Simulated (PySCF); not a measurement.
## Working out the ionisation energy of Re²⁺

Re²⁺ [Xe] 4f14 5d5 (6S) → Re³⁺ [Xe] 4f14 5d4 (5D). All numbers are calculated (PySCF 2.14, scalar relativity through the core potential, in def2-TZVPPD with the def2 core potential (60 electrons)). Frozen: 5s2 5p6. Energies in hartree (1 hartree = 27.21139 eV):

```csv
part,Re²⁺ (lower),Re³⁺ (upper)
UHF,-76.741838,-75.742189
CCSD correlation,-0.057505,-0.034867
(T),-0.000700,-0.000253
```

**Question.** What does Hartree-Fock give?

**Answer.** (-75.742189) − (-76.741838) = 0.999649 hartree = 27.202 eV.

**Question.** What do CCSD and CCSD(T) give?

**Answer.** The CCSD correlation energies differ by 0.022638 hartree = 0.616 eV and the triples by 0.000447 hartree = 0.012 eV, so CCSD gives 27.818 eV and CCSD(T) 27.830 eV.

Reference: 27 ± 1.6 eV (theoretical estimate listed by NIST; NIST Atomic Spectra Database, ionization energies), between the lowest levels; spin-orbit coupling is absent from the calculation.

What remains against the reference includes basis incompleteness, the frozen core and higher excitations.
